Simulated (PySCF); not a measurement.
Compound: C3H9ClOSi2.
Atom-mapped SMILES: `[Cl:1][CH2:2][C@@H:3]1[CH2:4][SiH2:5][O:6][SiH2:7]1` (hydrogens: H8, H9 on C2; H10 on C3; H11, H12 on C4; H13, H14 on Si5; H15, H16 on Si7)

Cartesian coordinates in Å at the GFN2-xTB level; atoms count from 1:
```
atom  x, y, z in Å
Cl1   -0.7399   -0.8527    2.0939
C2    -1.5957   -0.7918    0.5336
C3    -0.7739   -0.0567   -0.5093
C4     0.5165   -0.8274   -0.8496
Si5    1.9682   -0.0817    0.1447
O6     1.3127    1.3977    0.4463
Si7   -0.2485    1.6946    0.0950
H8    -1.7883   -1.8285    0.2485
H9    -2.5429   -0.2836    0.7185
H10   -1.4116   -0.0050   -1.3985
H11    0.7267   -0.7073   -1.9144
H12    0.3765   -1.8966   -0.6861
H13    2.2526   -0.7188    1.4219
H14    3.1483    0.1792   -0.6726
H15   -0.9167    2.1247    1.3129
H16   -0.2918    2.6628   -0.9962
```

The closed-shell SCF was solved with PySCF and density fitting under several settings on one GFN2-xTB geometry (grid level 2 and gas phase unless stated).

```json
{"settings": "PBE0/pcSseg-1", "basis functions": "185", "SCF cycles": "14", "E (Eh)": "-1233.5364", "HOMO (eV)": "-8.19", "LUMO (eV)": "0.42", "dipole (D)": "2.99"}
{"settings": "PBE0/def2-SVPD", "basis functions": "230", "SCF cycles": "14", "E (Eh)": "-1233.1519", "HOMO (eV)": "-8.16", "LUMO (eV)": "0.17", "dipole (D)": "2.86"}
{"settings": "PBE0/MINI, start guess huckel", "basis functions": "56", "SCF cycles": "15", "E (Eh)": "-1226.6681", "HOMO (eV)": "-8.96", "LUMO (eV)": "0.22", "dipole (D)": "2.80"}
```

Problem. Estimate the row for these settings: HCTH407/STO-3G, level shift 0.2 Eh.

Solution. 
| settings | basis functions | SCF cycles | E (Eh) | HOMO (eV) | LUMO (eV) | dipole (D) |
| --- | --- | --- | --- | --- | --- | --- |
| HCTH407/STO-3G, level shift 0.2 Eh | 56 | 12 | -1220.2822 | -2.49 | 2.99 | 2.52 |

Problem. Over all rows, what range does the HOMO–LUMO gap span?

Solution. From 5.48 eV (HCTH407/STO-3G, level shift 0.2 Eh) to 9.18 eV (PBE0/MINI, start guess huckel). The functional of the narrowest has no exact exchange, that of the widest 25 % exact exchange.

Problem. And the dipole moment?

Solution. From 2.52 D (HCTH407/STO-3G, level shift 0.2 Eh) to 2.99 D (PBE0/pcSseg-1); the largest is 1.19 times the smallest, and the median is 2.83 D.

Problem. Compare two rows with the functional PBE0: PBE0/pcSseg-1 and PBE0/def2-SVPD. Which energy is lower, and by how much?

Solution. PBE0/pcSseg-1 (185 functions) lies 0.3845 Eh or 241 kcal/mol below PBE0/def2-SVPD (230 functions). The smaller set gives the lower energy; the two sets aren't nested, so the variational bound doesn't order them by size.

Whole jobs, the steps after the SCF included, on one thread of an Arm Neoverse V2, shared host:

| settings | work after the SCF | wall time | peak memory |
| --- | --- | --- | --- |
| PBE0/pcSseg-1 | shieldings, ring-centre shieldings, charges and field gradients | 23 s | 0.84 GiB |
| PBE0/def2-SVPD | 6 singlets by full TDDFT, 2 Tamm–Dancoff triplets, polarisability | 35 s | 0.96 GiB |
| PBE0/MINI, start guess huckel | spin–spin couplings from 14 perturbed nuclei, spin–dipole term for 2 of them | 7.1 s | 0.70 GiB |
| HCTH407/STO-3G, level shift 0.2 Eh | shieldings, ring-centre shieldings | 8.1 s | 0.40 GiB |

Cycle counts include a coarse-grid stage where the run had one.

One conformer stands for the species.
